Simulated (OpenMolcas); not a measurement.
## B, Al, Ga, In, Tl: ns² np down the group

```yaml
Program: OpenMolcas
Method: CASSCF
Basis: ANO-RCC-VTZP
Scalar_Hamiltonian: DKH2, point nucleus
Spin-orbit_coupling: RASSI with atomic mean-field integrals over the reference wave functions, term energies averaged over their components
```

Active space for each ion: 3 electrons in 4 orbitals (s p).

Computed levels in cm-1 above ²P°_1/2:

```
                                Level     B   Al   Ga    In    Tl
                              ²P°_3/2  14.5  103  803  2098  7204
weight of ²P° in the lowest level (%)   100  100  100   100   100
```

Measured, with the error of the calculation in %. Measured levels: B, Al, Ga, In, Tl from NIST Handbook of Basic Atomic Spectroscopic Data.

```json
{"Level": "²P°_3/2", "B": "15.3 (-4.8)", "Al": "112 (-7.9)", "Ga": "826 (-2.8)", "In": "2213 (-5.2)", "Tl": "7793 (-7.6)"}
```

The fine-structure level ²P°_3/2 changes by a factor of 497 from B to Tl.

Without dynamic correlation excited terms often stand tens of per cent too high (terms of higher spin than the ground term too low), and those without a measured partner can miss by more than the paired ones (holds for B; Al; Ga; In). Some high roots are left out of the spin-orbit mixing, which shifts the levels that they would mix with (holds for Ga; In; Tl). Measured partners are found by configuration, term and J. A level has none where our copy of the source lacks it or the pairing is in doubt (some pairs that miss far off the trend of their configuration count as doubtful), and it then counts in no deviation. Only configurations of the active space appear.

° marks odd parity.
